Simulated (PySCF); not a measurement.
# LiTe⁺: energy against distance

Set-up: basis Li cc-pVDZ, Te cc-pVDZ-PP with ECP28; scalar-relativistic core potentials; PySCF 2.14. Energies in eV from Li⁺ + Te in their ground configurations at the same level. All curves are PBE0. state 1: ³Σ⁻ (triplet), unpaired electrons π ↑↑; state 2: Ms = 0 determinant of mixed spin (⟨S²⟩ near 1.0), unpaired electrons π ↑↓, a mixture of terms (⟨Lz²⟩ = 2.0), a second solution, started from another occupation; state 3: ³Π (triplet), unpaired electrons σ ↑, π ↑, a second solution, started from another occupation; state 4: Ms = 0 determinant of mixed spin (⟨S²⟩ near 1.0), unpaired electrons σ ↓, π ↑, a second solution, started from another occupation.

```
R (Å)  state 1  state 2  state 3  state 4
2.405   -0.782  -0.4163   0.0868   0.4514
2.517   -0.930  -0.5628  -0.0526   0.3050
2.629   -1.011  -0.6421  -0.1409   0.2106
2.713   -1.039  -0.6695  -0.1826   0.1648
2.797   -1.047  -0.6765  -0.2088   0.1352
2.881   -1.040  -0.6679  -0.2231   0.1180
2.993   -1.012  -0.6388  -0.2285   0.1095
3.133   -0.958  -0.5838  -0.2204   0.1151
3.300   -0.877  -0.5028  -0.1982   0.1361
3.524   -0.762  -0.3865  -0.1598   0.1751
```

Question: Put a parabola through the three lowest points of the state 1 curve and estimate Re, k and ωe (reduced mass 6.656 u; 1 eV/Å² = 0.16022 mdyn/Å; ωe = 1302.8·√(k/μ) cm⁻¹).

Answer: Through R = 2.713, 2.797, 2.881 Å the second-order coefficient is 1.06 eV/Å², so Re ≈ 2.800 Å, k ≈ 0.341 mdyn/Å and ωe ≈ 295 cm⁻¹. A polynomial fit of higher order to the unrounded PBE0 energies gives Re = 2.794 Å, k = 0.358 mdyn/Å, ωe = 302 cm⁻¹; anharmonicity and rounding make the difference.

The higher-order fit for each curve: state 1: Re = 2.794 Å, ωe = 302 cm⁻¹, De = 1.05 eV; state 2: Re = 2.789 Å, ωe = 304 cm⁻¹, minimum 0.68 eV below the ground-state fragments; state 3: Re = 2.985 Å, ωe = 190 cm⁻¹, minimum 0.228 eV below the ground-state fragments; state 4: Re = 3.010 Å, ωe = 190 cm⁻¹, minimum 0.109 eV above the ground-state fragments.

Spin–orbit coupling is left out, which matters for elements this heavy, above all for dissociation energies. For an ion De counts to the pair picked by the measured ionisation energies or electron affinities, which need not be the lowest pair at this level. The state was picked by a PBE0 search and need not be the measured ground state.
